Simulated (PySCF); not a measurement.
Unknown compound

The spectra below were simulated for a compound C₅H₁₄N₂Si₂.

¹H NMR (400 MHz, computed): δ 6.42 (m, 1H), 5.87 (m, 1H), 5.34 (m, 1H), 5.31 (m, 1H), 4.94 (m, 1H), 3.57 (m, 1H), 3.08 (m, 1H), 2.02 (d, 3H), 0.73 (m, 1H), 0.73 (m, 1H), 0.69 (br s, 1H), -0.41 (br s, 1H).

¹³C{¹H} NMR (computed): δ 152.0 (CH), 135.4 (CH), 42.6 (CH2), 26.6 (CH3), 22.0 (CH2).

Theoretical values (PySCF 2.14): PBE0/pcSseg-1 with gauge-including orbitals, coordinates at the GFN2-xTB level. Relativity neglected, gas phase, single conformer, one averaged value for each set of equivalent atoms.

δ = σ(ref) − σ, references computed at the same level: ¹H (σ = 31.72 ppm), ¹³C (σ = 186.93 ppm) against TMS.

Deduce the structure.

Results:


Rings plus π bonds: 2 (1 ring in the answer). 5 carbon signals for 5 carbons: no two carbons are equivalent. Carbon types of the structure: 2 × CH, 2 × CH2, 1 × CH3, leaving 5 H on heteroatoms. δC 152.0, 135.4: alkene CH; the olefinic region. δC 42.6: sp3 CH2 bonded to N; deshielded by the electronegative neighbour. δC 26.6: allylic methyl carbon; aliphatic region, no heteroatom directly attached. δH 2.02: hydrogen on an allylic methyl carbon; allylic position. δH 0.73, 0.73: hydrogen on an sp3 CH2 bonded to Si; an electropositive neighbour shields it, as in TMS itself. δH 0.69: hydrogen on a nitrogen bonded to C, Si, in a 6-membered ring; labile proton, position sensitive to the medium. δH -0.41: hydrogen on a nitrogen bonded to 2 Si, in a 6-membered ring; labile proton, position sensitive to the medium.

Structure: `C/C=C/[Si@H]1CCN[SiH2]N1`.

The data come from this structure; uniqueness wasn't tested.

OH and NH positions are those of a molecule without intermolecular hydrogen bonds; in solution they move with solvent, concentration and temperature, and exchange usually removes their couplings. Shifts are as computed. Against solution values, carbons near 30 ppm lie about +3 ppm off and those near 130 ppm about +5 ppm. Of 1211 compounds with measured shifts, 218 miss one by over three times the rms of a fit or turn the order of signals round; such compounds aren't used in these exercises. No couplings were computed; multiplicities are counted from neighbouring protons, with m where these are inequivalent, close in shift, in a saturated or five-membered ring or joined by F or P, and br s for small geminal =CH2 splittings.
